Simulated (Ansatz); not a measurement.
All values below come from PBE-D3(BJ)/def2-SVP run with Ansatz (an electronic-structure program). No frequencies were computed at this level.

Ansatz 0.2 input:
```yaml
crystal:
  periodic: [false, false, false]
  atoms:
    - { symbol: C, position_ang: [-0.260452, 2.897944, -0.662226] }
    - { symbol: O, position_ang: [0.358026, 1.774825, -1.21111] }
    - { symbol: Sn, position_ang: [0.041642, -0.135579, -0.608761] }
    - { symbol: I, position_ang: [0.69019, -1.645139, -2.714338] }
    - { symbol: O, position_ang: [-1.909623, -0.320189, -0.057965] }
    - { symbol: C, position_ang: [-2.440544, -1.445902, 0.573129] }
    - { symbol: O, position_ang: [1.230619, -0.774845, 0.945835] }
    - { symbol: C, position_ang: [2.569049, -1.121769, 0.792225] }
    - { symbol: H, position_ang: [-1.348839, 2.850269, -0.734789] }
    - { symbol: H, position_ang: [0.091559, 3.736765, -1.26969] }
    - { symbol: H, position_ang: [0.032828, 3.07074, 0.376483] }
    - { symbol: H, position_ang: [-1.963506, -1.650673, 1.533395] }
    - { symbol: H, position_ang: [-3.492275, -1.203548, 0.749311] }
    - { symbol: H, position_ang: [-2.39043, -2.337641, -0.057262] }
    - { symbol: H, position_ang: [2.731582, -1.832377, -0.024903] }
    - { symbol: H, position_ang: [3.208506, -0.24811, 0.643785] }
    - { symbol: H, position_ang: [2.851668, -1.614771, 1.726881] }
basis:
  gaussian: { orbitals: def2-svp }
hamiltonian:
  xc: pbe
  dispersion: d3bj
relax:
  max_steps: 150
```

Output:

```
[...]
2032 factors; their error is unknown
mean field evaluation 1: about -23292.4710 eV, gradient 9.6e1 eV
mean field evaluation 2: about -23164.9073 eV, gradient 2.4e2 eV
mean field evaluation 4: about -23311.6456 eV, gradient 3.1e1 eV
mean field evaluation 8: about -23313.5982 eV, gradient 8.9e-1 eV
mean field evaluation 16: about -23313.5394 eV, gradient 1.2e-3 eV
mean field -23313.53939987 eV, -856.7567704608 hartree, gradient 5.2e-5 eV, S^2 0.000000; 0 other end points of the search recorded, 0 dependent functions left out
reference -23313.53944719 eV, -856.7567721995 hartree; 49, 49 occupied and 132, 132 virtual orbitals, 2032 factors
relax step   1: F+E_penalty+E_count = -23313.94160264 eV  Δ(F+E_penalty+E_count) = +0.000e0 eV  max|allowed force component| = 1.542e0 eV/Å  Δτ_max = 0.0000 Å  (31 SCF iters, accepted)
these checks for a lower state are left out or cut short: starts, cluster_reference, orbital_swaps, neighbouring_geometries, increment
2032 factors; their error is unknown
mean field -23313.72421745 eV, -856.7635623815 hartree, gradient 1.1e-5 eV, S^2 0.000000; 0 other end points of the search recorded, 0 dependent functions left out
reference -23313.72426458 eV, -856.7635641133 hartree; 49, 49 occupied and 132, 132 virtual orbitals, 2032 factors
relax step   2: F+E_penalty+E_count = -23314.12972057 eV  Δ(F+E_penalty+E_count) = -1.881e-1 eV  max|allowed force component| = 4.405e-1 eV/Å  Δτ_max = 0.1254 Å  (34 SCF iters, accepted)
these checks for a lower state are left out or cut short: starts, cluster_reference, orbital_swaps, neighbouring_geometries, increment
2032 factors; their error is unknown
mean field evaluation 32: about -23313.7486 eV, gradient 6.1e-4 eV
mean field -23313.74862551 eV, -856.7644593611 hartree, gradient 1.1e-5 eV, S^2 0.000000; 0 other end points of the search recorded, 0 dependent functions left out
reference -23313.74867241 eV, -856.7644610845 hartree; 49, 49 occupied and 132, 132 virtual orbitals, 2032 factors
relax step   3: F+E_penalty+E_count = -23314.15681961 eV  Δ(F+E_penalty+E_count) = -2.710e-2 eV  max|allowed force component| = 1.557e-1 eV/Å  Δτ_max = 0.0746 Å  (32 SCF iters, accepted)
these checks for a lower state are left out or cut short: starts, cluster_reference, orbital_swaps, neighbouring_geometries, increment
2032 factors; their error is unknown
mean field -23313.75212967 eV, -856.7645881366 hartree, gradient 2.1e-5 eV, S^2 0.000000; 0 other end points of the search recorded, 0 dependent functions left out
reference -23313.75217640 eV, -856.7645898539 hartree; 49, 49 occupied and 132, 132 virtual orbitals, 2032 factors
relax step   4: F+E_penalty+E_count = -23314.16186957 eV  Δ(F+E_penalty+E_count) = -5.050e-3 eV  max|allowed force component| = 6.595e-2 eV/Å  Δτ_max = 0.0483 Å  (32 SCF iters, accepted)
these checks for a lower state are left out or cut short: starts, cluster_reference, orbital_swaps, neighbouring_geometries, increment
2032 factors; their error is unknown
mean field -23313.75381540 eV, -856.7646500861 hartree, gradient 2.6e-5 eV, S^2 0.000000; 0 other end points of the search recorded, 0 dependent functions left out
reference -23313.75386201 eV, -856.7646517988 hartree; 49, 49 occupied and 132, 132 virtual orbitals, 2032 factors
relax step   5: F+E_penalty+E_count = -23314.16522986 eV  Δ(F+E_penalty+E_count) = -3.360e-3 eV  max|allowed force component| = 7.335e-2 eV/Å  Δτ_max = 0.0909 Å  (31 SCF iters, accepted)
these checks for a lower state are left out or cut short: starts, cluster_reference, orbital_swaps, neighbouring_geometries, increment
2032 factors; their error is unknown
mean field -23313.75519319 eV, -856.7647007189 hartree, gradient 2.1e-5 eV, S^2 0.000000; 0 other end points of the search recorded, 0 dependent functions left out
reference -23313.75523981 eV, -856.7647024322 hartree; 49, 49 occupied and 132, 132 virtual orbitals, 2032 factors
relax step   6: F+E_penalty+E_count = -23314.16663560 eV  Δ(F+E_penalty+E_count) = -1.406e-3 eV  max|allowed force component| = 7.085e-2 eV/Å  Δτ_max = 0.0717 Å  (32 SCF iters, accepted)
these checks for a lower state are left out or cut short: starts, cluster_reference, orbital_swaps, neighbouring_geometries, increment
2032 factors; their error is unknown
mean field -23313.75628768 eV, -856.7647409408 hartree, gradient 1.1e-5 eV, S^2 0.000000; 0 other end points of the search recorded, 0 dependent functions left out
reference -23313.75633437 eV, -856.7647426565 hartree; 49, 49 occupied and 132, 132 virtual orbitals, 2032 factors
relax step   7: F+E_penalty+E_count = -23314.16759965 eV  Δ(F+E_penalty+E_count) = -9.640e-4 eV  max|allowed force component| = 1.116e-1 eV/Å  Δτ_max = 0.0982 Å  (32 SCF iters, accepted)
these checks for a lower state are left out or cut short: starts, cluster_reference, orbital_swaps, neighbouring_geometries, increment
2032 factors; their error is unknown
mean field evaluation 64: about -23313.8162 eV, gradient 7.0e-3 eV
mean field -23313.75721859 eV, -856.7647751511 hartree, gradient 1.8e-5 eV, S^2 0.000000; 0 other end points of the search recorded, 0 dependent functions left out
reference -23313.75726529 eV, -856.7647768673 hartree; 49, 49 occupied and 132, 132 virtual orbitals, 2032 factors
relax step   8: F+E_penalty+E_count = -23314.16849808 eV  Δ(F+E_penalty+E_count) = -8.984e-4 eV  max|allowed force component| = 6.177e-2 eV/Å  Δτ_max = 0.0338 Å  (33 SCF iters, accepted)
these checks for a lower state are left out or cut short: starts, cluster_reference, orbital_swaps, neighbouring_geometries, increment
2032 factors; their error is unknown
mean field -23313.75778891 eV, -856.7647961098 hartree, gradient 1.8e-5 eV, S^2 0.000000; 0 other end points of the search recorded, 0 dependent functions left out
reference -23313.75783557 eV, -856.7647978247 hartree; 49, 49 occupied and 132, 132 virtual orbitals, 2032 factors
relax step   9: F+E_penalty+E_count = -23314.16917517 eV  Δ(F+E_penalty+E_count) = -6.771e-4 eV  max|allowed force component| = 2.189e-2 eV/Å  Δτ_max = 0.0461 Å  (32 SCF iters, accepted)
these checks for a lower state are left out or cut short: starts, cluster_reference, orbital_swaps, neighbouring_geometries, increment
2032 factors; their error is unknown
mean field -23313.75787327 eV, -856.7647992100 hartree, gradient 1.6e-5 eV, S^2 0.000000; 0 other end points of the search recorded, 0 dependent functions left out
reference -23313.75791990 eV, -856.7648009237 hartree; 49, 49 occupied and 132, 132 virtual orbitals, 2032 factors
relax step  10: F+E_penalty+E_count = -23314.16955263 eV  Δ(F+E_penalty+E_count) = -3.775e-4 eV  max|allowed force component| = 1.941e-2 eV/Å  Δτ_max = 0.0489 Å  (32 SCF iters, accepted)
these checks for a lower state are left out or cut short: starts, cluster_reference, orbital_swaps, neighbouring_geometries, increment
2032 factors; their error is unknown
mean field -23313.75751042 eV, -856.7647858754 hartree, gradient 1.0e-5 eV, S^2 0.000000; 0 other end points of the search recorded, 0 dependent functions left out
reference -23313.75755698 eV, -856.7647875864 hartree; 49, 49 occupied and 132, 132 virtual orbitals, 2032 factors
relax step  11: F+E_penalty+E_count = -23314.16957979 eV  Δ(F+E_penalty+E_count) = -2.716e-5 eV  max|allowed force component| = 8.192e-2 eV/Å  Δτ_max = 0.0876 Å  (32 SCF iters, accepted)
these checks for a lower state are left out or cut short: starts, cluster_reference, orbital_swaps, neighbouring_geometries, increment
2032 factors; their error is unknown
mean field evaluation 96: about -23313.7579 eV, gradient 1.9e-5 eV
mean field -23313.75790621 eV, -856.7648004205 hartree, gradient 1.9e-5 eV, S^2 0.000000; 0 other end points of the search recorded, 0 dependent functions left out
reference -23313.75795278 eV, -856.7648021321 hartree; 49, 49 occupied and 132, 132 virtual orbitals, 2032 factors
relax step  12: F+E_penalty+E_count = -23314.16997012 eV  Δ(F+E_penalty+E_count) = -3.903e-4 eV  max|allowed force component| = 2.829e-2 eV/Å  Δτ_max = 0.0243 Å  (33 SCF iters, accepted)
these checks for a lower state are left out or cut short: starts, cluster_reference, orbital_swaps, neighbouring_geometries, increment
2032 factors; their error is unknown
mean field -23313.75795226 eV, -856.7648021127 hartree, gradient 1.9e-5 eV, S^2 0.000000; 0 other end points of the search recorded, 0 dependent functions left out
reference -23313.75799882 eV, -856.7648038239 hartree; 49, 49 occupied and 132, 132 virtual orbitals, 2032 factors
relax step  13: F+E_penalty+E_count = -23314.17011225 eV  Δ(F+E_penalty+E_count) = -1.421e-4 eV  max|allowed force component| = 6.424e-3 eV/Å  Δτ_max = 0.0194 Å  (33 SCF iters, accepted)
these checks for a lower state are left out or cut short: starts, cluster_reference, orbital_swaps, neighbouring_geometries, increment
2032 factors; their error is unknown
mean field -23313.75784912 eV, -856.7647983225 hartree, gradient 1.8e-5 eV, S^2 0.000000; 0 other end points of the search recorded, 0 dependent functions left out
reference -23313.75789563 eV, -856.7648000319 hartree; 49, 49 occupied and 132, 132 virtual orbitals, 2032 factors
relax step  14: F+E_penalty+E_count = -23314.17033990 eV  Δ(F+E_penalty+E_count) = -2.276e-4 eV  max|allowed force component| = 2.003e-2 eV/Å  Δτ_max = 0.0641 Å  (32 SCF iters, accepted)
these checks for a lower state are left out or cut short: starts, cluster_reference, orbital_swaps, neighbouring_geometries, increment
2032 factors; their error is unknown
mean field -23313.75749766 eV, -856.7647854066 hartree, gradient 2.1e-5 eV, S^2 0.000000; 0 other end points of the search recorded, 0 dependent functions left out
reference -23313.75754414 eV, -856.7647871149 hartree; 49, 49 occupied and 132, 132 virtual orbitals, 2032 factors
relax step  15: F+E_penalty+E_count = -23314.17037053 eV  Δ(F+E_penalty+E_count) = -3.063e-5 eV  max|allowed force component| = 3.283e-2 eV/Å  Δτ_max = 0.0551 Å  (32 SCF iters, accepted)
these checks for a lower state are left out or cut short: starts, cluster_reference, orbital_swaps, neighbouring_geometries, increment
2032 factors; their error is unknown
mean field -23313.75764861 eV, -856.7647909538 hartree, gradient 8.7e-6 eV, S^2 0.000000; 0 other end points of the search recorded, 0 dependent functions left out
reference -23313.75769509 eV, -856.7647926620 hartree; 49, 49 occupied and 132, 132 virtual orbitals, 2032 factors
relax step  16: F+E_penalty+E_count = -23314.17043315 eV  Δ(F+E_penalty+E_count) = -6.262e-5 eV  max|allowed force component| = 1.624e-2 eV/Å  Δτ_max = 0.0066 Å  (26 SCF iters, accepted)
these checks for a lower state are left out or cut short: starts, cluster_reference, orbital_swaps, neighbouring_geometries, increment
2032 factors; their error is unknown
mean field evaluation 128: about -23313.7577 eV, gradient 8.1e-4 eV
mean field -23313.75771054 eV, -856.7647932299 hartree, gradient 2.5e-5 eV, S^2 0.000000; 0 other end points of the search recorded, 0 dependent functions left out
reference -23313.75775702 eV, -856.7647949379 hartree; 49, 49 occupied and 132, 132 virtual orbitals, 2032 factors
relax step  17: F+E_penalty+E_count = -23314.17046684 eV  Δ(F+E_penalty+E_count) = -3.369e-5 eV  max|allowed force component| = 7.817e-3 eV/Å  Δτ_max = 0.0069 Å  (26 SCF iters, accepted)
2032 factors; their error is unknown
mean field -23313.75771054 eV, -856.7647932299 hartree, gradient 2.6e-5 eV, S^2 0.000000; 1 other end points of the search recorded, 0 dependent functions left out
reference -23313.75775702 eV, -856.7647949379 hartree; 49, 49 occupied and 132, 132 virtual orbitals, 2032 factors
Total energy: -23314.17051332 eV, -856.7799634520 hartree
Atom 0 at    -0.044924     2.727206    -0.546599 Å, force    -0.002659     0.000964     0.003921 eV/Å
Atom 1 at     0.235604     1.646567    -1.429863 Å, force     0.000927     0.002757    -0.002451 eV/Å
Atom 2 at    -0.059959    -0.207800    -0.733228 Å, force     0.003069    -0.007817    -0.001008 eV/Å
Atom 3 at     0.544817    -1.970227    -2.695968 Å, force    -0.000368     0.000593     0.001311 eV/Å
Atom 4 at    -1.955712    -0.276520    -0.095913 Å, force    -0.003976     0.005072    -0.000039 eV/Å
Atom 5 at    -2.454366    -1.476369     0.475969 Å, force    -0.000080    -0.003823     0.001616 eV/Å
Atom 6 at     1.042389    -0.567017     0.911640 Å, force    -0.000510     0.000606     0.000570 eV/Å
Atom 7 at     2.428205    -0.839917     0.793986 Å, force     0.001616     0.000143    -0.001166 eV/Å
Atom 8 at    -1.117295     2.776039    -0.249147 Å, force     0.000807     0.000640    -0.000824 eV/Å
Atom 9 at     0.200761     3.665201    -1.089308 Å, force     0.000022    -0.000480    -0.000271 eV/Å
Atom 10 at     0.570820     2.702866     0.382555 Å, force     0.000683     0.000237    -0.000939 eV/Å
Atom 11 at    -1.900100    -1.784188     1.392275 Å, force    -0.000651     0.000026    -0.000674 eV/Å
Atom 12 at    -3.511767    -1.290632     0.763024 Å, force     0.000905     0.000106    -0.000479 eV/Å
Atom 13 at    -2.448189    -2.333123    -0.238293 Å, force     0.000107     0.000956    -0.000222 eV/Å
Atom 14 at     2.655215    -1.667011     0.080436 Å, force     0.000066    -0.000280    -0.000037 eV/Å
Atom 15 at     3.021434     0.051712     0.483357 Å, force     0.000199     0.000072     0.000361 eV/Å
Atom 16 at     2.793067    -1.156786     1.795077 Å, force    -0.000157     0.000226     0.000331 eV/Å
Dipole moment:     0.105090    -0.086333     0.222220 e Å
```

Cost: around 2.7 core-minutes (rough).
